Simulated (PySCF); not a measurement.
Compound: C6H13NSi.
Numbering: `[CH3:1][C:2]1=[CH:3][SiH2:4][C@@H:5]([CH3:6])[NH:7][CH2:8]1`

Structure used (GFN2-xTB), in Å, numbered top down from 1:
```
atom  x, y, z in Å
C1    -3.0251   -0.2230    0.3953
C2    -1.5308   -0.2730    0.2913
C3    -0.8336   -1.4039    0.3818
Si4    1.0379   -1.4543    0.3327
C5     1.4659    0.4100    0.2429
C6     2.8237    0.7096   -0.3801
N7     0.4315    1.1181   -0.5131
C8    -0.8792    1.0804    0.0917
H9    -3.3225    0.4900    1.1640
H10   -3.4339   -1.1995    0.6432
H11   -3.4595    0.1086   -0.5482
H12   -1.3772   -2.3312    0.5176
H13    1.5150   -2.1374   -0.8787
H14    1.5951   -2.0850    1.5334
H15    1.4494    0.8496    1.2481
H16    2.8899    0.2821   -1.3786
H17    3.6166    0.2827    0.2290
H18    2.9774    1.7842   -0.4580
H19    0.3875    0.7394   -1.4555
H20   -1.5393    1.7029   -0.5223
H21   -0.7978    1.5667    1.0736
```

NICS is the negative of the GIAO shielding at a point without a nucleus: at the ring centre (0) and 1 Å above and below it (1); zz is the component along the ring normal. Level: GIAO PBE0/pcSseg-1 (PySCF, non-relativistic, gas phase) on the GFN2-xTB geometry, one conformer.

Ring bond lengths (Å), with Mayer bond orders in brackets: C2–C3 1.332 (1.91), C3–Si4 1.873 (0.91), Si4–C5 1.915 (0.88), C5–N7 1.464 (0.93), N7–C8 1.444 (1.03), C8–C2 1.515 (0.98).

Give the NICS values of each ring in ppm.

```
              ring                                                            type  NICS(0)  NICS(1), two faces  NICS(1)zz, two faces  rms pucker (Å)  centre to ring atoms, mean (Å)
C2–C3–Si4–C5–N7–C8  6-membered ring with N and Si; formal bonds 1 double, 5 single      0.2         -1.1 / -1.9             3.5 / 2.8            0.20                            1.55
```

What do they say, and how far can they be read as aromaticity?

- C2–C3–Si4–C5–N7–C8: mean NICS(1)zz 3.1 ppm, deshielded. Si4, C5, C8 have four or more neighbours; no verdict on aromaticity is drawn.

At the second NICS(1) probe listed for ring C2–C3–Si4–C5–N7–C8, 1 Å off the ring, how large is the induced field along the normal in 7.05 T applied along it?

NICSzz × B0 = 2.8 ppm × 7.05 T = 20 μT, along the applied field.

How shielded are the nuclei of the rings and their hydrogens (means over atoms taken as equivalent)?

```csv
atoms,environment,σ isotropic (ppm)
C2,fully substituted alkene carbon,16.6
C3,alkene CH carbon,68.5
Si4,SiH2 silicon,413.9
C5,sp3 carbon bound to nitrogen,145.0
N7,secondary amine nitrogen,199.8
C8,sp3 carbon bound to nitrogen,129.2
H12,vinylic hydrogen,25.90
H13,Si–H hydrogen,27.75
H14,Si–H hydrogen,27.57
H15,methine hydrogen,29.40
H19,N–H hydrogen,31.77
H20,methylene hydrogen,28.26
H21,methylene hydrogen,28.36
```
